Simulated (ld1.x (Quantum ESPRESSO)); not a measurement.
# Configuration tests for Sb (Z = 51) (TM)

ld1.x (Quantum ESPRESSO) 7.5 input, shortened:

```
&input
   title='Sb', zed=51., rel=1, dft='PBE', iswitch=3,
   config='[Kr] 4d10 5s2 5p2'
 /
 &inputp
   pseudotype=2, tm=.true., lloc=1,
   nlcc=.true., new_core_ps=.true., rcore=1.10
 /
2
5S  1  0   2.00   0.00  1.55  1.55  0.0
5P  2  1   2.00   0.00  1.65  1.65  0.0
 &test
   configts(1)='5s2 5p2'
 /
```

Energies are relative to the spin-unpolarised reference configuration 5s2 5p2; without spin polarisation the order of configurations can differ from experiment.

Q: Give the all-electron excitation energy and the error of the potential for: 5s2 5p3; 5s2 5p1; 5s2 5p0; 5s2 5p3.3; 5s1 5p0; 5s1 5p4; 5s1 5p3.

A:

```csv
valence configuration,charge,ΔE all-electron (eV),error AE − PS (meV)
5s2 5p3,0,-8.317,+1.3
5s2 5p1,+2,15.968,-16
5s2 5p0,+3,40.381,-112
5s2 5p3.3,-0.3,-9.476,+2.1
5s1 5p0,+4,84.674,-456
5s1 5p4,0,-0.205,-2.5
5s1 5p3,+1,8.732,-8.8
```

Levels in the configuration 5s1 5p3:

| level | all-electron (eV) | pseudo (eV) |
| --- | --- | --- |
| 5s | -21.464 | -21.487 |
| 5p | -12.645 | -12.653 |

Note: ghost state, extra bound levels that the all-electron valence spectrum of the same l lacks: s at -475.2 eV. A true bound ghost makes a file unfit for plane-wave use.
